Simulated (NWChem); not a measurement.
The numbers come from NWChem runs, not from measurements. System: H$_{4}$Ge, charge 1, spin multiplicity 2, at the geometry of a parent with another charge or spin, in a state set for the comparison that need not be this species' ground state. Its SCF solution wasn't tested for a lower state.

The NWChem input:

```
start mol
memory heap 200 mb stack 900 mb global 1100 mb
charge 1
geometry units angstroms nocenter noautoz noautosym
  Ge     0.000000     0.000000     0.000000
  H      0.000000    -1.264158    -0.893926
  H      0.000000     1.264158    -0.893926
  H      1.264159     0.000000     0.893925
  H     -1.264159     0.000000     0.893925
end
basis spherical
  * library x2c-svpall-2c
end
relativistic
  zora on
end
dft
  xc xpbe96 cpbe96
  odft
  mult 2
  semidirect memsize 60000000 filesize 0
  iterations 100
  grid fine
end
task sodft energy
```

The output up to the point where the run's verdict is printed (cleaned and shortened):

```
             Northwest Computational Chemistry Package (NWChem) 7.3.0
             --------------------------------------------------------

                                NWChem Input Module
                                -------------------

 Scaling coordinates for geometry "geometry" by  1.889725989
 (inverse scale =  0.529177249)

                             Geometry "geometry" -> ""
                             -------------------------

 Output coordinates in angstroms (scale by  1.889725989 to convert to a.u.)

  No.       Tag          Charge          X              Y              Z
 ---- ---------------- ---------- -------------- -------------- --------------
    1 Ge                  32.0000     0.00000000     0.00000000     0.00000000
    2 H                    1.0000     0.00000000    -1.26415800    -0.89392600
    3 H                    1.0000     0.00000000     1.26415800    -0.89392600
    4 H                    1.0000     1.26415900     0.00000000     0.89392500
    5 H                    1.0000    -1.26415900     0.00000000     0.89392500

 Effective nuclear repulsion energy (a.u.)      45.0038715510

            Nuclear Dipole moment (a.u.)
            ----------------------------
        X                 Y               Z
 ---------------- ---------------- ----------------
     0.0000000000     0.0000000000    -0.0000037795


 Summary of "ao basis" -> "" (spherical)
 ------------------------------------------------------------------------------
       Tag                 Description            Shells   Functions and Types
 ---------------- ------------------------------  ------  ---------------------
 *                       x2c-svpall-2c                on all atoms

  pbe96 is a nonlocal functional; adding pw91lda local functional.

                                 NWChem DFT Module
                                 -----------------

 Summary of "ao basis" -> "ao basis" (spherical)
 ------------------------------------------------------------------------------
       Tag                 Description            Shells   Functions and Types
 ---------------- ------------------------------  ------  ---------------------
[...]
 d= 0,ls=0.5,diis    75  -2110.0548086279 -7.52D-06  9.36D-05  3.12D-04    50.7
                                                     4.32D-05  3.12D-04
 d= 0,ls=0.5,diis    76  -2110.0547550737  5.36D-05  2.48D-05  4.82D-04    51.4
                                                     4.05D-05  4.82D-04
 d= 0,ls=0.5,diis    77  -2110.0547857864 -3.07D-05  1.48D-05  4.57D-04    52.0
                                                     3.95D-05  4.57D-04
 d= 0,ls=0.5,diis    78  -2110.0548204362 -3.46D-05  1.19D-05  4.29D-04    52.7
                                                     3.85D-05  4.29D-04
 d= 0,ls=0.5,diis    79  -2110.0548542441 -3.38D-05  2.72D-05  4.02D-04    53.3
                                                     3.47D-05  4.02D-04
 d= 0,ls=0.5,diis    80  -2110.0548638095 -9.57D-06  2.55D-05  4.23D-04    53.9
                                                     3.16D-05  4.23D-04
 d= 0,ls=0.5,diis    81  -2110.0548729479 -9.14D-06  1.16D-05  4.40D-04    54.5
                                                     3.15D-05  4.40D-04
 d= 0,ls=0.5,diis    82  -2110.0548984772 -2.55D-05  2.69D-05  4.17D-04    55.1
                                                     2.82D-05  4.17D-04
 d= 0,ls=0.5,diis    83  -2110.0549003431 -1.87D-06  1.75D-05  4.45D-04    55.7
                                                     2.79D-05  4.45D-04
 d= 0,ls=0.5,diis    84  -2110.0549134139 -1.31D-05  2.96D-05  4.45D-04    56.4
                                                     4.32D-05  4.45D-04
 d= 0,ls=0.5,diis    85  -2110.0549817294 -6.83D-05  1.06D-04  3.37D-04    57.1
                                                     3.46D-05  3.37D-04
 d= 0,ls=0.5,diis    86  -2110.0548849909  9.67D-05  1.07D-04  5.68D-04    57.7
                                                     2.83D-05  5.68D-04
 d= 0,ls=0.5,diis    87  -2110.0547538643  1.31D-04  7.20D-05  8.49D-04    58.4
                                                     3.27D-05  8.49D-04
 d= 0,ls=0.5,diis    88  -2110.0548639280 -1.10D-04  5.27D-05  6.09D-04    59.0
                                                     3.10D-05  6.09D-04
 d= 0,ls=0.5,diis    89  -2110.0549506577 -8.67D-05  5.01D-05  4.52D-04    59.6
                                                     3.78D-05  4.52D-04
 d= 0,ls=0.5,diis    90  -2110.0550308250 -8.02D-05  3.23D-05  3.16D-04    60.2
                                                     3.58D-05  3.16D-04
 d= 0,ls=0.5,diis    91  -2110.0550820789 -5.13D-05  4.51D-05  2.42D-04    60.8
                                                     4.37D-05  2.42D-04
 d= 0,ls=0.5,diis    92  -2110.0551424802 -6.04D-05  2.52D-05  1.49D-04    61.4
                                                     4.00D-05  1.49D-04
 d= 0,ls=0.5,diis    93  -2110.0551793317 -3.69D-05  5.02D-05  1.07D-04    62.1
                                                     3.04D-05  1.07D-04
 d= 0,ls=0.5,diis    94  -2110.0551688957  1.04D-05  8.32D-06  1.57D-04    62.7
                                                     2.96D-05  1.57D-04
 d= 0,ls=0.5,diis    95  -2110.0551872515 -1.84D-05  9.40D-06  1.39D-04    63.3
                                                     2.86D-05  1.39D-04
 d= 0,ls=0.5,diis    96  -2110.0552017732 -1.45D-05  1.07D-05  1.30D-04    64.0
                                                     2.70D-05  1.30D-04
 d= 0,ls=0.5,diis    97  -2110.0552134629 -1.17D-05  7.65D-06  1.25D-04    64.6
                                                     2.58D-05  1.25D-04
 d= 0,ls=0.5,diis    98  -2110.0552257432 -1.23D-05  1.81D-05  1.17D-04    65.3
                                                     2.44D-05  1.17D-04
 d= 0,ls=0.5,diis    99  -2110.0552310685 -5.33D-06  9.25D-06  1.23D-04    65.9
                                                     2.37D-05  1.23D-04
 d= 0,ls=0.5,diis   100  -2110.0552415105 -1.04D-05  1.18D-05  1.16D-04    66.6
                                                     2.19D-05  1.16D-04
```

The run did not converge; its last values are not results. The next line reads: Calculation failed to converge. NWChem stopped with the message: sodft energy failed.
